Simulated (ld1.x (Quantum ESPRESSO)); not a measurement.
## antimony, TM: configuration errors across variants

- Element: antimony
- Generator: ld1.x (Quantum ESPRESSO) 7.5
- Type: norm-conserving Troullier–Martins (Kleinman–Bylander form)
- Functional: LDA (PZ)
- Relativity: scalar-relativistic
- Frozen core: [Kr]
- Valence charge: 15
- Reference configuration: 4d10 5s1.75 5p3.25
- Partial waves: 5p (bound): rc 1.65 bohr; 4d (bound): rc 1.00 bohr; 5s (bound): rc 1.55 bohr
- Local potential: the s channel
- Core correction: a·sin(br)/r model core, default radius (core density twice the valence density)

All-electron excitation energies from the reference (eV): (1) 4d10 5s2 5p3 -2.030; (2) 4d10 5s2 5p2 6.491; (3) 4d10 5s2 5p1 22.744; (4) 4d9 5s2 5p3 38.766; (5) 4d9 5s2 5p4 28.974; (6) 4d10 5s1 5p3 15.309; (7) 4d10 5s0 5p5 14.616; (8) 4d10 5s1.75 5p3.25 spin -1.095; (9) 4d10 5s2 5p3 spin -3.122.

Spin tests fill each open shell by Hund’s rule, majority spin first.

The default core radius of the base comes out at 0.61 bohr.

A true bound ghost makes a file unfit for plane-wave use even where its test errors are small: the radial tests pick states by their node count and pass the ghost by.

Errors AE − PS in meV (a dash: test not solved or not reliable):

```csv
change,(1),(2),(3),(4),(5),(6),(7),(8),(9),bound ghosts
base,+0.2,-1.0,0.0,-240,-270,0.0,-2.4,-0.2,+0.2,p
core correction none,+0.3,-0.6,+3.0,-189,-218,+2.2,+3.0,+15,+12,p
core correction a·sin(br)/r model core inside 0.40 bohr,+0.2,-0.9,0.0,-240,-271,0.0,-2.4,-0.3,–,p
core correction a·sin(br)/r model core inside 0.50 bohr,+0.2,-0.9,+0.1,-240,-271,0.0,-2.4,–,+0.2,p
core correction a·sin(br)/r model core inside 0.76 bohr,+0.2,-1.0,+0.1,-239,-270,0.0,-2.4,-0.1,+0.3,p
core correction a·sin(br)/r model core inside 0.84 bohr,+0.2,-0.9,0.0,-238,-269,0.0,-2.4,-0.1,+0.3,p
core correction a·sin(br)/r model core inside 0.96 bohr,+0.2,-0.9,+0.1,-236,-267,+0.1,-2.4,–,+0.3,p
core correction a·sin(br)/r model core inside 1.12 bohr,+0.2,-1.0,0.0,-229,-260,+0.1,-2.3,+0.1,+0.5,p
core correction a·sin(br)/r model core inside 1.22 bohr,+0.1,-0.9,+0.1,-222,-253,+0.1,-2.2,+0.3,+0.6,p
```

Task: Give the same row for: core correction a·sin(br)/r model core inside 0.64 bohr.

Result: +0.2, -1.0, 0.0, -239, -270, 0.0, -2.4, -0.2, +0.2; bound ghosts: p.
